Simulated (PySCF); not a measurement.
# Two-dimensional NMR puzzle

Compound of formula C₅H₉ClOSi. Correlations simulated from computed shifts and the bond graph:

HSQC (one-bond C–H):
```
  δH    δC
3.48  46.4
2.78  28.5
2.02  28.5
1.73   8.8
```

COSY cross peaks (H two or three bonds apart, from the bond graph; peaks can be absent where the dihedral angle is near 90°):
```
  δH    δH
3.88  1.73
3.48  2.78
3.48  2.02
2.78  2.02
2.78  1.73
2.02  1.73
```

HMBC (two and three bonds, from the bond graph):
```
  δH                      δC
3.88               28.5, 8.8
3.48        186.2, 28.5, 8.8
2.78  186.2, 46.4, 28.5, 8.8
2.02  186.2, 46.4, 28.5, 8.8
1.73              46.4, 28.5
```

Carbons without hydrogens: δ 186.2.

All values are calculated (PySCF 2.14.0 with density-fitted response routines): σ from GIAO-PBE0/pcSseg-1, geometry: GFN2-xTB. A single conformation, isolated molecule, one averaged value for each set of equivalent atoms, non-relativistic Hamiltonian.

References, each an isolated molecule treated in the same way: TMS for 1H (31.72 ppm), 13C (186.93 ppm).

Exchangeable hydrogens are left out of these lists.

Work out the connectivity.

Answers

SMILES O=C(Cl)[C@H]1C[C@H]([SiH3])C1.

Numbering as in the mapped SMILES `[O:1]=[C:2]([Cl:3])[C@H:4]1[CH2:5][C@H:6]([SiH3:7])[CH2:8]1` (H(Xn): hydrogen on atom n). Ha(C5), Ha(C8) are cis to C2 on the ring; Hb(C5), Hb(C8) are trans to C2 on the ring.

- δC 186.2 is C2, a carbonyl carbon.
- δC 46.4 is C4, an sp3 CH α to a carbonyl (δH 3.48).
- δC 28.5 is C5/C8, an sp3 CH2 in a ring (δH 2.02, 2.78).
- δC 8.8 is C6, an sp3 CH bonded to Si (δH 1.73).
- HMBC from δH 3.48 reaches the proton-free carbon C2.
- HMBC from δH 2.78 reaches the proton-free carbon C2.
- HMBC from δH 2.02 reaches the proton-free carbon C2.
- COSY links 3.88–1.73, 3.48–2.78, 3.48–2.02, 2.78–2.02, 2.78–1.73, 2.02–1.73.

The shifts were computed for this structure.

Carbons that carry Cl, above all several Cl atoms, come out too deshielded, partly because spin–orbit coupling is missing. Shifts are as computed. Against solution values, carbons near 30 ppm lie about +3 ppm off and those near 130 ppm about +5 ppm; carbons on Cl a further +6 ppm. Of 1211 compounds with measured shifts, 218 miss one by over three times the rms of a fit or turn the order of signals round; such compounds aren't used in these exercises.
